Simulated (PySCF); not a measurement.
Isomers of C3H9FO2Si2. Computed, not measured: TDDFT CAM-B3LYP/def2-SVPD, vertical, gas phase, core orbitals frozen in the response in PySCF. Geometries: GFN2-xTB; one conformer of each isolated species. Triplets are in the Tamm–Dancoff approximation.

A. `F[C@@H]1C[SiH2][C@H](O[SiH3])O1`
B. `O([SiH3])[Si@H](C=O)[C@H](F)C`
C. `F[SiH2][C@@H]1C[C@@H](O[SiH3])O1`

Lowest singlet levels (six at most, fewer where fewer were computed) with oscillator strengths:

1. 6.50 eV (f 0.000); 7.25 eV (f 0.012); 7.51 eV (f 0.010); 7.60 eV (f 0.010); 7.96 eV (f 0.023); 8.03 eV (f 0.016); T1 6.11 eV
2. 3.22 eV (f 0.001); 6.20 eV (f 0.030); 6.28 eV (f 0.015); 6.99 eV (f 0.033); 7.11 eV (f 0.003); 7.25 eV (f 0.010); T1 2.54 eV
3. 7.21 eV (f 0.016); 7.35 eV (f 0.026); 7.62 eV (f 0.051); 7.91 eV (f 0.029); 8.14 eV (f 0.028); 8.25 eV (f 0.045); T1 6.76 eV

Task: Match each spectrum to its molecule.

Result: 1 = C, 2 = B, 3 = A.
- A: S1 at 7.21 eV, HOMO→LUMO+1 (60%), HOMO→LUMO (17%), HOMO→LUMO+2 (12%); Löwdin shares by element: HOMO oxygen 39%, carbon 20% or more, silicon 13% or more (atoms not listed hold the other 28%); LUMO silicon 23% or more, carbon 10% or more, hydrogen 9% or more, oxygen 9% or more (atoms not listed hold the other 49%); HOMO -9.21 and LUMO 1.04 eV.
- B: S1 at 3.22 eV, HOMO→LUMO (94%); Löwdin shares by element: HOMO oxygen 44% or more, carbon 20% or more, silicon 10% or more, hydrogen 9% or more (atoms not listed hold the other 17%); LUMO carbon 39% or more, oxygen 34% or more, silicon 11% or more, hydrogen 6% or more; HOMO -8.63 and LUMO -0.66 eV.
- C: S1 at 6.50 eV, HOMO→LUMO (80%), HOMO-1→LUMO (10%); Löwdin shares by element: HOMO oxygen 50%, carbon 14% or more, silicon 7% or more (atoms not listed hold the other 29%); LUMO silicon 31% or more, hydrogen 21% or more, fluorine 10% (atoms not listed hold the other 37%); HOMO -9.27 and LUMO 0.65 eV.

Without π bonds the low states are Rydberg-like; a valence basis with one diffuse set may place them up to an eV too high.
